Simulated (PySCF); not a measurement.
Level of theory: PySCF with PBE-D3(BJ)/def2-TZVP // PBE0-D3(BJ)/def2-TZVP. Gas-phase values, no solvent. One relaxed conformer stands for a flexible species; it need not be the lowest. Excitations are Tamm–Dancoff values on a coarser integration grid. The basis has no diffuse functions, so Rydberg states are missing or too high.

Reference species (SMILES): `[SH][Ga]([SH])[SH]` (neutral, multiplicity 1).

```
Item                      Value
----------------------  -------
S1–T1 gap (TDA)         0.23 eV
S1 oscillator strength    0.000
```

Changed species: `[SiH3][Ga]([SH])[SiH3]` (Si–Ga–S–H torsion 1°) (1 of 3 SiH3 replaced by SH; the reference has 3 of 3 SiH3 replaced by SH).

**Question.** Predict the effect on the S1–T1 gap (TDA) and S1 oscillator strength.

**Answer.** the S1–T1 gap (TDA) increases by 0.32 eV, to 0.55 eV; the S1 oscillator strength hardly moves.
